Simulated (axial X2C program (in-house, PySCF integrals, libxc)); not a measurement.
# Outer orbitals of PbBr⁺ at 2.484 Å, PBE

Calculated with an in-house all-electron X2C program for linear molecules (integrals from PySCF). Spin-free means the one-electron spin-free X2C Hamiltonian; two-component (2c) means X2C with spin–orbit coupling and atomic mean-field two-electron Coulomb and Gaunt terms, so the difference of the two also holds small scalar two-electron terms. Basis: Pb dyall-cv3z [12s14p10d7f1g], Br dyall-cv3z [8s9p6d4f1g] (cores contracted in-house); Gaussian nuclei, density fitting, unrestricted open shells. Masses: Pb 207.977 u, Br 78.918 u.

The distance is close to the 2c PBE0 minimum; the highest filled and lowest empty levels are listed.

Spin-free orbitals, state M_S = 0, Λ = 0 (closed shell) (Löwdin shares):

```csv
symmetry,occupied,ε (eV),atomic character
σα,yes,-28.65,"95% Pb d, 4% Br s"
δ-α,yes,-28.64,100% Pb d
δ+α,yes,-28.64,100% Pb d
π-α,yes,-28.45,100% Pb d
π+α,yes,-28.45,100% Pb d
σα,yes,-25.12,"78% Br s, 8% Pb d, 6% Pb s"
σα,yes,-19.04,"77% Pb s, 14% Br p, 6% Br s"
σα,yes,-13.31,"61% Br p, 26% Pb p, 9% Pb s"
π-α,yes,-12.83,"85% Br p, 10% Pb p, 3% Pb d"
π+α,yes,-12.83,"85% Br p, 10% Pb p, 3% Pb d"
π-α,no,-9.39,"87% Pb p, 10% Br p"
π+α,no,-9.39,"87% Pb p, 10% Br p"
σα,no,-6.85,"58% Pb p, 16% Br p, 11% Pb d"
σα,no,-3.78,"80% Pb s, 6% Pb d, 5% Br d"
```

One partner of each degenerate Kramers or spin pair is listed.

Spinors with spin–orbit coupling (state Ω = 0):

```json
{"ω": "3/2", "occupied": "yes", "ε (eV)": "-29.93", "atomic character": "100% Pb d", "λ mixture": "82% δ, 18% π"}
{"ω": "1/2", "occupied": "yes", "ε (eV)": "-29.86", "atomic character": "99% Pb d", "λ mixture": "56% π, 44% σ"}
{"ω": "1/2", "occupied": "yes", "ε (eV)": "-27.50", "atomic character": "92% Pb d, 6% Br s", "λ mixture": "57% σ, 43% π"}
{"ω": "5/2", "occupied": "yes", "ε (eV)": "-27.47", "atomic character": "100% Pb d", "λ mixture": "100% δ"}
{"ω": "3/2", "occupied": "yes", "ε (eV)": "-27.33", "atomic character": "100% Pb d", "λ mixture": "82% π, 18% δ"}
{"ω": "1/2", "occupied": "yes", "ε (eV)": "-25.20", "atomic character": "75% Br s, 12% Pb d, 6% Pb p", "λ mixture": "99% σ, 1% π"}
{"ω": "1/2", "occupied": "yes", "ε (eV)": "-18.94", "atomic character": "77% Pb s, 15% Br p, 5% Br s", "λ mixture": "100% σ"}
{"ω": "1/2", "occupied": "yes", "ε (eV)": "-13.45", "atomic character": "59% Br p, 28% Pb p, 10% Pb s", "λ mixture": "97% σ, 3% π"}
{"ω": "1/2", "occupied": "yes", "ε (eV)": "-13.13", "atomic character": "83% Br p, 13% Pb p, 3% Pb d", "λ mixture": "100% π"}
{"ω": "3/2", "occupied": "yes", "ε (eV)": "-12.74", "atomic character": "87% Br p, 8% Pb p, 3% Pb d", "λ mixture": "100% π"}
{"ω": "1/2", "occupied": "no", "ε (eV)": "-9.98", "atomic character": "80% Pb p, 16% Br p", "λ mixture": "94% π, 6% σ"}
{"ω": "3/2", "occupied": "no", "ε (eV)": "-8.78", "atomic character": "89% Pb p, 8% Br p, 2% Br d", "λ mixture": "100% π"}
{"ω": "1/2", "occupied": "no", "ε (eV)": "-6.75", "atomic character": "62% Pb p, 14% Br p, 11% Pb d", "λ mixture": "95% σ, 5% π"}
{"ω": "1/2", "occupied": "no", "ε (eV)": "-3.75", "atomic character": "79% Pb s, 6% Br d, 6% Pb d", "λ mixture": "100% σ"}
```

One partner of each degenerate Kramers or spin pair is listed.

Question: How does the gap between the highest filled and lowest empty level change from the spin-free to the 2c table?

Answer: From 3.44 to 2.76 eV at PBE, a change of -0.68 eV.

Mulliken charges and populations of the two-component result (they depend on the basis, above all on diffuse functions):

Pb 1.02 e (s 11.96 p 24.93 d 30.06 f 14.03), Br -0.02 e (s 7.99 p 17.00 d 10.03).

The state is one determinant whose occupation by symmetry is held fixed; it was picked as the lowest of a PBE0 search that is not exhaustive.
